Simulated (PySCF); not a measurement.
Electron correlation in Pt⁵⁹⁺ (platinum, charge +59)

[Ar] 3d1, 2D determinant. All numbers are calculated (PySCF 2.14, no relativity, point nucleus, in an uncontracted even-tempered set (16 s from 16 bohr⁻², ratio 2.5; 10 p from 20 bohr⁻², ratio 2.5; 7 d from 20 bohr⁻², ratio 2.5; 4 f from 71 bohr⁻², ratio 2.7; 3 g from 110 bohr⁻², ratio 2.7)). Frozen: [Ne]; 9 electrons correlated; the 26 highest virtual orbitals of each spin left out.

MP2 pair energies summed by pair of shells (mhartree):

| pair | energy | share (%) |
| --- | --- | --- |
| 3p-3p | -442.06 | 75.9 |
| 3p-3d | -56.31 | 9.7 |
| 3s-3p | -54.07 | 9.3 |
| 3s-3s | -17.87 | 3.1 |
| 3s-3d | -12.35 | 2.1 |

Total MP2 correlation energy: -582.66 mhartree.

At this charge a non-relativistic calculation is a model, useful for the Z dependence of the correlation energy.
